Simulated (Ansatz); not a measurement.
System: PH4, net charge 0, doublet state. 
Coordinates optimised at B3LYP-D3(BJ)/def2-TZVP (Ansatz, a quantum-chemistry and plane-wave program):
```xyz
5

P      0.0325    -0.0567     0.0507
H      0.0039    -0.0096    -1.3558
H      1.3973     0.6153     0.1230
H     -0.6512     1.1379     0.3459
H     -1.2377    -0.8936     0.1261
```
Charge 0, spin multiplicity 2.

Computed values are from Ansatz. Valence correlation only, unless marked. Open shells are spin-unrestricted. No spin-orbit coupling. Non-relativistic. CBS(X,Y): correlation extrapolated as X^-3; Hartree-Fock from the larger set.

* **atomisation energy De**: 250.6 kcal/mol at CCSD(T)/CBS(def2-TZVPPD,def2-QZVPPD)
* **total energy**: -343.2318 Eh at CCSD(T)/CBS(def2-TZVPPD,def2-QZVPPD)
* **dipole moment**: 0.33 D at CCSD(T)/aug-cc-pV(D+d)Z
* **T1 diagnostic**: 0.019 at CCSD/def2-QZVPPD
